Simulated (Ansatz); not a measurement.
CH7ClOSi2 (`C[Si](O)([SiH3])Cl`). Charge 0, multiplicity 1.

```xyz
12

C     0.668    1.112   -1.164
Si    0.338    0.197    0.420
O     1.619   -0.718    0.889
Si   -1.507   -1.239    0.355
Cl   -0.032    1.641    1.865
H    -0.203    1.706   -1.453
H     1.516    1.791   -1.048
H     0.893    0.409   -1.970
H     2.443   -0.275    1.098
H    -1.297   -2.312   -0.654
H    -2.714   -0.458   -0.028
H    -1.724   -1.854    1.690
```

(1) List the harmonic frequencies (cm⁻¹, unscaled) at PBE0-D4/def2-TZVP in Ansatz. (An estimate is asked.)

(2) Is this a minimum?

(3) Give the ideal-gas thermochemistry at 298.15 K and 1 bar (rigid rotor, harmonic oscillator; point group C1, symmetry number 1).

(4) Rotational constants (cm⁻¹)?

Results:

(1) The calculation gave: 92, 106, 131, 165, 182, 202, 239, 284, 414, 499, 507, 536, 715, 764, 787, 833, 872, 928, 936, 942, 1275, 1441, 1444, 2216, 2226, 2238, 3048, 3134, 3142, 3903.

(2) Yes, all 30 modes are real.

(3) Zero-point energy 204.6 kJ/mol; H(298) − E = 231.2 kJ/mol; entropy 389.8 J/(mol·K), of which translation 169.2, rotation 118.5, vibration 102.1; G(298) − E = 115.0 kJ/mol. Modes under 100 cm⁻¹ are hindered rotations or soft bends, so the harmonic entropy is rough.

(4) 0.08458, 0.05703, 0.04851.
